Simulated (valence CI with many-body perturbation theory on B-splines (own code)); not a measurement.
Level structure of Ce⁵¹⁺

Computed by configuration interaction combined with many-body perturbation theory (CI+MBPT): five valence electrons over a frozen Dirac-Fock core [He], radial functions for each j: 11 s, 11 p, 10 d, 8 f, 5 g, 2 h, with the one-electron correlation potential Σ1, the two-electron term Σ2, the three-electron term Σ3, Breit, model QED; selected CI, second order for the rest, scaled by the run's own slope (own B-spline code, finite nucleus).

The last digits are not significant, and no measured levels were compared; by estimate large intervals hold to a few tenths of a per cent, small ones and those within an open d or f shell to about a per cent. Among the levels kept, up to 7000 cm⁻¹ of a level comes from second order outside the variational space, and about a tenth of that is noise between levels of different J, which matters for small intervals.

Levels 46 to 90 of 197, with energies above the lowest level, (2s^2 2p1/2^2 2p3/2) J=3/2. "Leading %" is the weight of the configuration and term that name the level; weights of strongly mixed levels are sums over their largest components and can fall short. In the jj column 3d3/2^4 stands for four electrons in 3d with j = 3/2. Lifetimes count E1, E2, E3, M1 and M2 decay at the calculated energies, and are blank where another channel may lead or the interval is too uncertain; long ones can be off by a factor of two.

```
No.  Configuration  Term    J  E (eV)  Leading %  Lifetime      g                      Leading jj
 46       2s²2p²3d    ²D  5/2  6098.1         28   2.49 fs  1.190   2s^2 2p1/2 2p3/2 3d3/2 (80 %)
 47       2s²2p²3d    ²D  3/2  6100.0         44   1.69 fs  1.088   2s^2 2p1/2 2p3/2 3d3/2 (88 %)
 48       2s²2p²3d    ⁴D  7/2  6102.7         47   62.9 fs  1.302   2s^2 2p1/2 2p3/2 3d5/2 (98 %)
 49       2s²2p²3d    ⁴P  1/2  6105.2         32   1.22 fs  1.662   2s^2 2p1/2 2p3/2 3d3/2 (90 %)
 50       2s²2p²3d    ²P  3/2  6117.8         37   2.14 fs  1.358   2s^2 2p1/2 2p3/2 3d5/2 (92 %)
 51       2s²2p²3d    ²F  5/2  6120.3         41   1.78 fs  1.138   2s^2 2p1/2 2p3/2 3d5/2 (90 %)
 52       2s²2p²3d    ²G  9/2  6120.4         62   29.7 ps  1.180  2s^2 2p1/2 2p3/2 3d5/2 (100 %)
 53       2s²2p²3d    ²D  5/2  6134.0         61   1.29 fs  1.229   2s^2 2p1/2 2p3/2 3d5/2 (95 %)
 54        2s2p³3p    ²P  1/2  6135.8         30   44.2 fs  1.249   2s 2p1/2^2 2p3/2 3p1/2 (89 %)
 55        2s2p³3p    ²D  3/2  6136.2         31   32.2 fs  0.970   2s 2p1/2^2 2p3/2 3p1/2 (94 %)
 56       2s²2p²3d    ²F  7/2  6140.7         66   1.22 fs  1.117   2s^2 2p1/2 2p3/2 3d5/2 (96 %)
 57       2s²2p²3d    ²D  3/2  6143.8         59   1.82 fs  0.959   2s^2 2p1/2 2p3/2 3d5/2 (99 %)
 58       2s²2p²3d    ²P  1/2  6147.8         62   1.66 fs  1.139   2s^2 2p1/2 2p3/2 3d5/2 (98 %)
 59        2s2p³3p    ⁴D  7/2  6201.5         47    405 fs  1.453   2s 2p1/2^2 2p3/2 3p3/2 (97 %)
 60        2s2p³3p    ⁴P  3/2  6208.8         33   8.12 fs  1.546   2s 2p1/2^2 2p3/2 3p3/2 (98 %)
 61        2s2p³3p    ⁴P  5/2  6222.1         37   8.67 fs  1.431   2s 2p1/2^2 2p3/2 3p3/2 (97 %)
 62        2s2p³3p    ²P  1/2  6225.9         37   4.81 fs  1.529   2s 2p1/2^2 2p3/2 3p3/2 (98 %)
 63       2s²2p²3s    ⁴P  5/2  6268.5         51   24.0 fs  1.397          2s^2 2p3/2^2 3s (79 %)
 64        2s2p³3p    ²D  5/2  6274.0         21   13.9 fs  1.287   2s 2p1/2^2 2p3/2 3p3/2 (80 %)
 65       2s²2p²3s    ²P  3/2  6277.0         53   10.3 fs  1.161          2s^2 2p3/2^2 3s (98 %)
 66        2s2p³3d   ⁴D°  5/2  6277.1         30   19.9 fs  1.281   2s 2p1/2^2 2p3/2 3d3/2 (97 %)
 67        2s2p³3d   ⁶D°  3/2  6280.6         29   9.44 fs  1.401   2s 2p1/2^2 2p3/2 3d3/2 (98 %)
 68        2s2p³3d   ⁴F°  7/2  6282.6         24    941 fs  1.279   2s 2p1/2^2 2p3/2 3d3/2 (89 %)
 69        2s2p³3d   ⁴P°  1/2  6282.8         45   25.9 fs  2.384   2s 2p1/2^2 2p3/2 3d3/2 (98 %)
 70        2s2p³3p    ²P  3/2  6284.9         31   12.6 fs  1.217   2s 2p1/2^2 2p3/2 3p3/2 (98 %)
 71        2s2p³3p    ⁴P  1/2  6288.6         43    129 fs  1.783   2s 2p1/2^2 2p3/2 3p3/2 (98 %)
 72        2s2p³3d   ⁴F°  9/2  6309.9         48   23.5 ps  1.352   2s 2p1/2^2 2p3/2 3d5/2 (98 %)
 73       2s²2p²3s    ²S  1/2  6317.3         68   18.6 fs  1.981          2s^2 2p3/2^2 3s (98 %)
 74        2s2p³3d   ²D°  3/2  6328.3         26   7.27 fs  1.050   2s 2p1/2^2 2p3/2 3d5/2 (63 %)
 75        2s2p³3d   ⁴D°  5/2  6328.7         32   2.56 fs  1.335   2s 2p1/2^2 2p3/2 3d5/2 (98 %)
 76        2s2p³3d   ⁴D°  7/2  6336.7         41   1.42 fs  1.277   2s 2p1/2^2 2p3/2 3d5/2 (89 %)
 77        2s2p³3d   ²F°  5/2  6347.8         33   23.3 fs  0.926   2s 2p1/2^2 2p3/2 3d3/2 (97 %)
 78        2s2p³3d   ⁴D°  1/2  6347.9         58   2.47 fs  0.607   2s 2p1/2^2 2p3/2 3d5/2 (58 %)
 79       2s²2p²3p   ²P°  3/2  6354.6         23   22.1 fs  1.380       2s^2 2p3/2^2 3p1/2 (85 %)
 80        2s2p³3d   ²D°  3/2  6357.1         34   2.97 fs  1.061   2s 2p1/2^2 2p3/2 3d3/2 (56 %)
 81       2s²2p²3p   ²D°  5/2  6358.4         39   1.04 ps  1.173       2s^2 2p3/2^2 3p1/2 (96 %)
 82        2s2p³3d   ²P°  1/2  6360.2         60   4.78 fs  0.633   2s 2p1/2^2 2p3/2 3d3/2 (59 %)
 83        2s2p³3d   ²F°  7/2  6386.6         32   7.30 fs  1.168   2s 2p1/2^2 2p3/2 3d5/2 (99 %)
 84        2s2p³3d   ²D°  5/2  6397.9         34   1.39 fs  1.135   2s 2p1/2^2 2p3/2 3d5/2 (97 %)
 85        2s2p³3d   ²P°  3/2  6399.3         29   2.08 fs  1.290   2s 2p1/2^2 2p3/2 3d5/2 (98 %)
 86       2s²2p²3p   ²P°  1/2  6401.0         74    674 fs  0.663       2s^2 2p3/2^2 3p1/2 (96 %)
 87        2s2p³3s   ⁶S°  5/2  6429.4         47   47.8 fs  1.635      2s 2p1/2 2p3/2^2 3s (97 %)
 88        2s2p³3s   ⁴S°  3/2  6450.5         46   11.6 fs  1.470      2s 2p1/2 2p3/2^2 3s (97 %)
 89        2s2p³3s   ⁴D°  7/2  6458.8         70   68.7 fs  1.374      2s 2p1/2 2p3/2^2 3s (70 %)
 90       2s²2p²3p   ²D°  5/2  6472.9         36   47.9 fs  1.286       2s^2 2p3/2^2 3p3/2 (70 %)
```
